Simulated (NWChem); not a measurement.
Species: C3H5ClSi; SMILES [SiH3]C=C=CCl

```xyz
10

Si     0.4251     2.5210    -0.0869
C     -0.7282     1.1536     0.4916
C     -0.6823    -0.0610     0.0052
C     -0.6156    -1.2605    -0.5158
Cl     0.3938    -2.5166     0.1268
H      1.3354     1.9845    -1.1380
H      1.2214     3.0329     1.0695
H     -0.3766     3.6563    -0.6377
H     -1.4707     1.3751     1.2730
H     -1.1989    -1.5548    -1.3925
```
Atoms are numbered in this order, from 1.

Computed with NWChem. Medium grid unless said otherwise, to which SCAN and Minnesota functionals are sensitive. Geometry: optimised at PBE0/def2-SVP.

### Question
Among these, which level gives the lowest value of “dipole (D)”?
(A) PBE0/def2-TZVP
(B) CAM-B3LYP/def2-TZVP
(C) M06-2X/def2-TZVP
(D) PBE/def2-TZVP

### Answer
D, PBE/def2-TZVP. Values: PBE/def2-TZVP 1.40; PBE0/def2-TZVP 1.50; CAM-B3LYP/def2-TZVP 1.54; M06-2X/def2-TZVP 1.59
